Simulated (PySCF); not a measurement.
Input file for PySCF: R-HF/3-21G on FH4NSi (SMILES N[SiH2]F), a point of a torsion scan.

```python
from pyscf import gto, scf, dft, mp
from pyscf.data.elements import chemcore

mol = gto.M(
    atom='''
    N     1.06498378    0.02205865    0.05237221
    Si   -0.64333848    0.13531203    0.06061716
    F    -1.06612180   -0.70714808    1.36254502
    H     1.51147897   -0.79425509    0.43637534
    H     1.60874171    0.41480527   -0.69499098
    H    -1.36282422   -0.51906947   -1.02782916
    H    -1.02468316    1.51851144    0.28694026
    ''',
    basis='3-21g',
    charge=0, spin=0, verbose=3, max_memory=1800)
mf = scf.RHF(mol)
mf.conv_tol = 1e-8
mf.max_cycle = 100
mf.kernel()
if not mf.converged:
    mf = mf.newton().run(mf.mo_coeff, mf.mo_occ)
```

It printed:

```
converged SCF energy = -442.843265518502
```

The run converged.

Cost: around 0.23 core-seconds (rough).
